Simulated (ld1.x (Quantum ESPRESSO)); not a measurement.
## La (Z = 57) ultrasoft: all-electron and pseudo phase curves

```json
{
 "Element": "La",
 "Generator": "ld1.x (Quantum ESPRESSO) 7.5",
 "Type": "ultrasoft",
 "Functional": "BLYP",
 "Relativity": "fully relativistic",
 "Frozen core": "[Kr] 4d10",
 "Valence charge": "11",
 "Reference configuration": "4f0 5s2 5p6 5d1 6s0 6p0 (charge +2)",
 "Partial waves": "5s (bound): rcut 2.35, rcutus 2.80 bohr; 6s (bound, empty): rcut 2.35, rcutus 2.80 bohr; 5p (bound): rcut 3.00, rcutus 3.15 bohr; 6p (bound, empty): rcut 3.00, rcutus 3.15 bohr; 5d (bound): rcut 3.10, rcutus 4.05 bohr; 5d channel at 1.9 Ry: rcut 3.10, rcutus 4.05 bohr; 4f (bound, empty): rcut 0.95, rcutus 1.15 bohr; 4f channel at 3.75 Ry: rcut 0.95, rcutus 1.15 bohr",
 "Local potential": "all-electron potential smoothed inside 1.40 bohr (lloc = -2)",
 "Core correction": "none",
 "Augmentation charge": "PSQ, inside the norm-conserving radii"
}
```

Open shells are filled in proportion to 2j + 1 (rel_dist='average').

The phase is arctan(r·u′/u) with u = r·R(r), unwrapped; energies in Ry, scanned from -6 to 5 Ry. A pole is an energy at which the radial function vanishes at the test radius. The pseudo phase is shifted by a multiple of π to meet the all-electron one at the reference energy, and phase errors are pseudo minus all-electron; the curves can meet again beyond the range given. Levels narrower than the energy grid can be missing from the lists of poles.

**Question.** For each channel, where are the poles, and over which energies does the pseudopotential scatter like the atom?

**Answer.**

| channel | radius (bohr) | reference energy (Ry) | poles, all-electron | poles, pseudo | unbroken range about the reference energy with phases within 0.05 rad | phase error 1 Ry above the reference energy (rad) |
| --- | --- | --- | --- | --- | --- | --- |
| s | 4.37 | -1.00 | -3.77, -0.45, 2.82 | -3.77, -1.45, -0.45, 2.93 | -1.4 to 0.8 | +0.001 |
| p1/2 | 4.37 | -0.76 | -2.67, 0.08, 3.48 | -3.00, -2.67, 0.01, 2.73 | -3.0 to 0.5 | -0.029 |
| p3/2 | 4.37 | -0.73 | -2.48, 0.19, 3.67 | -2.48, 0.11, 2.74 | -3.1 to 0.5 | -0.027 |
| d3/2 | 4.37 | -1.08 | -0.96, 1.32, 4.99 | -0.97, 1.31, 4.16 | below -0.2 | -0.078 |
| d5/2 | 4.37 | -1.07 | -0.94, 1.35 | -0.94, 1.34, 4.16 | below -0.2 | -0.082 |
| f5/2 | 4.37 | -1.25 | -1.25, 0.60, 3.17 | -1.25, 0.60, 3.17 | the whole range | +0.000 |
| f7/2 | 4.37 | -1.23 | -1.23, 0.61, 3.17 | -1.23, 0.61, 3.17 | the whole range | +0.000 |

Note: ghost state, extra bound levels that the all-electron valence spectrum of the same l lacks: s at -19.9 eV (p1/2, p3/2 not tested). A true bound ghost makes a file unfit for plane-wave use. Its overlap operator is not positive definite in a basis up to 400 Ry (lowest eigenvalue p1/2 -0.28, p3/2 -0.25), so the file is unfit for use: the generalised eigenproblem breaks down once the basis is large enough, and its test numbers describe a broken file.

Phases in the f7/2 channel:

```csv
E (Ry),all-electron,pseudo
-6.00,1.474,1.474
-5.74,1.471,1.471
-5.48,1.469,1.469
-5.22,1.466,1.466
-4.96,1.463,1.463
-4.70,1.460,1.460
-4.44,1.456,1.456
-4.18,1.452,1.452
-3.92,1.448,1.448
-3.66,1.443,1.443
-3.40,1.437,1.437
-3.14,1.431,1.431
-2.88,1.423,1.423
-2.62,1.414,1.414
-2.36,1.404,1.404
-2.10,1.391,1.391
-1.84,1.374,1.374
-1.58,1.350,1.350
-1.32,1.299,1.299
-1.06,-1.838,-1.838
-0.80,-1.920,-1.920
-0.54,-2.080,-2.080
-0.28,-2.636,-2.636
-0.02,-4.065,-4.064
0.24,-4.520,-4.520
0.50,-4.672,-4.672
0.76,-4.762,-4.762
1.02,-4.844,-4.844
1.28,-4.963,-4.963
1.54,-5.272,-5.272
1.80,-6.739,-6.737
2.06,-7.513,-7.512
2.32,-7.686,-7.686
2.58,-7.763,-7.763
2.84,-7.810,-7.810
3.10,-7.845,-7.845
3.36,-7.875,-7.875
3.62,-7.905,-7.905
3.88,-7.940,-7.940
4.14,-7.987,-7.987
4.40,-8.070,-8.069
4.66,-8.282,-8.281
4.92,-9.441,-9.434
```
